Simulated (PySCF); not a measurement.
C₆H₁₁O (charge -1).
SMILES with atom numbers: `[CH3:1][C@@H:2]([O-:3])[CH:4]1[CH2:5][CH2:6][CH2:7]1` (hydrogens: H8, H9, H10 on C1; H11 on C2; H12 on C4; H13, H14 on C5; H15, H16 on C6; H17, H18 on C7)

Computed geometry: GFN2-xTB, gas phase.

Problem. What internal coordinates does the optimisation give?

Solution. 
```json
{"bond": "C1–C2", "length (bohr)": "2.983"}
{"bond": "C2–O3", "length (bohr)": "2.457"}
{"bond": "C2–C4", "length (bohr)": "2.989"}
{"bond": "C4–C5", "length (bohr)": "2.904"}
{"bond": "C5–C6", "length (bohr)": "2.895"}
{"bond": "C6–C7", "length (bohr)": "2.895"}
{"bond": "C4–C7", "length (bohr)": "2.904"}
{"bond": "C1–H8, C1–H9, C1–H10", "length (bohr)": "2.060"}
{"bond": "C2–H11", "length (bohr)": "2.194"}
{"bond": "C4–H12", "length (bohr)": "2.070"}
{"bond": "C5–H13", "length (bohr)": "2.065"}
{"bond": "C5–H14", "length (bohr)": "2.059"}
{"bond": "C6–H15", "length (bohr)": "2.067"}
{"bond": "C6–H16", "length (bohr)": "2.065"}
{"bond": "C7–H17", "length (bohr)": "2.061"}
{"bond": "C7–H18", "length (bohr)": "2.065"}
```

Bonds in one row agree within 0.02 bohr and their mean is given. A selection of angles:
```json
{"angle": "C2–C1–H8", "degrees": "111.6"}
{"angle": "C2–C1–H9", "degrees": "109.4"}
{"angle": "H8–C1–H9", "degrees": "109.3"}
{"angle": "H9–C1–H10", "degrees": "108.4"}
{"angle": "C1–C2–O3", "degrees": "114.9"}
{"angle": "C1–C2–C4", "degrees": "105.6"}
{"angle": "C1–C2–H11", "degrees": "103.8"}
{"angle": "O3–C2–C4", "degrees": "114.3"}
{"angle": "O3–C2–H11", "degrees": "114.0"}
{"angle": "C4–C2–H11", "degrees": "103.0"}
{"angle": "C2–C4–C5", "degrees": "114.4"}
{"angle": "C2–C4–C7", "degrees": "114.6"}
{"angle": "C2–C4–H12", "degrees": "111.3"}
{"angle": "C5–C4–C7", "degrees": "88.3"}
{"angle": "C5–C4–H12", "degrees": "113.0"}
{"angle": "C7–C4–H12", "degrees": "113.5"}
{"angle": "C4–C5–C6", "degrees": "89.6"}
{"angle": "C4–C5–H13", "degrees": "117.9"}
{"angle": "C4–C5–H14", "degrees": "108.6"}
{"angle": "C6–C5–H13", "degrees": "117.0"}
{"angle": "C6–C5–H14", "degrees": "112.0"}
{"angle": "H13–C5–H14", "degrees": "110.1"}
{"angle": "C5–C6–C7", "degrees": "88.7"}
{"angle": "C5–C6–H15", "degrees": "112.5"}
{"angle": "C5–C6–H16", "degrees": "116.8"}
{"angle": "C7–C6–H15", "degrees": "112.5"}
{"angle": "C7–C6–H16", "degrees": "116.9"}
{"angle": "H15–C6–H16", "degrees": "108.6"}
{"angle": "C6–C7–H17", "degrees": "111.9"}
{"angle": "C6–C7–H18", "degrees": "117.0"}
{"angle": "C4–C7–C6", "degrees": "89.7"}
{"angle": "C4–C7–H17", "degrees": "108.0"}
{"angle": "C4–C7–H18", "degrees": "118.2"}
{"angle": "H17–C7–H18", "degrees": "110.5"}
```

Dihedral angles: C1–C2–C4–C5 179° (antiperiplanar); C2–C4–C5–C6 131° (anticlinal); C4–C5–C6–C7 -15° (synperiplanar); C5–C6–C7–C4 15° (synperiplanar); C2–C4–C7–C6 -131° (anticlinal).

Of the pairs four or more bonds apart, O3···H17 is among the closest relative to their van der Waals radii: 2.44 Å, 90 % of the sum of Bondi's values. The 4-membered ring C4–C5–C6–C7 has internal angles of 88.3° to 89.7°; it is puckered, 0.10 Å rms from its mean plane, widest ring torsion 15°. The 6 C–C bonds span 1.532 Å (C6–C7, drawn single) to 1.582 Å (C2–C4, drawn single), a spread of 0.050 Å.

Point group: C1 (no symmetry element, even within 0.4 Å). Stationary, but not proved a minimum.

One conformer stands for the species.
